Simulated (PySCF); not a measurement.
C3H6OSi, SMILES C=CC(=O)[SiH3]. Atoms are numbered in the order given.

```xyz
11

C      0.3068    -2.4677     0.0000
C      0.7188    -1.1959     0.0000
C     -0.2740    -0.0740     0.0000
O     -1.4737    -0.2820     0.0000
Si     0.2874     1.7760     0.0000
H     -0.7666    -2.6855     0.0000
H      1.0095    -3.3062     0.0000
H      1.7833    -0.9371     0.0000
H      1.7749     1.9033     0.0000
H     -0.2726     2.4212    -1.2189
H     -0.2726     2.4212     1.2189
```
Charge 0, spin multiplicity 1.

Geometry optimised at ωB97X-D3(BJ)/def2-SVP. Other conformers were not sampled.

Two levels are set side by side: PBE/pcSseg-1 (PySCF) and HF/pcSseg-1 (PySCF). GIAO shifts against H2O (¹⁷O), TMS (²⁹Si), TMS (¹H), TMS (¹³C) at the same level; non-relativistic, no solvent, atoms listed together averaged. Differences are taken from unrounded values.

| quantity | PBE |
|---|---|
| δ(¹³C) of C1 (ppm) | 132.7 |
| δ(¹³C) of C2 (ppm) | 144.0 |
| δ(¹³C) of C3 (ppm) | 226.5 |
| δ(¹⁷O) of O4 (ppm) | 805.9 |
| δ(²⁹Si) of Si5 (ppm) | -95.0 |
| δ(¹H) of H8 (ppm) | 7.20 |

### Question
These are the PBE values. What does HF give? (The exact figures need the calculation; the answer reports its results.)

### Answer

| quantity | HF | PBE minus HF |
|---|---|---|
| δ(¹³C) of C1 (ppm) | 140.6 | -7.9 |
| δ(¹³C) of C2 (ppm) | 140.1 | 3.9 |
| δ(¹³C) of C3 (ppm) | 232.1 | -5.6 |
| δ(¹⁷O) of O4 (ppm) | 801.6 | 4.3 |
| δ(²⁹Si) of Si5 (ppm) | -74.2 | -20.8 |
| δ(¹H) of H8 (ppm) | 7.16 | 0.04 |

Rough cost on one machine, each run with all the roots and properties that it gave: HF against PBE within a factor of 2.
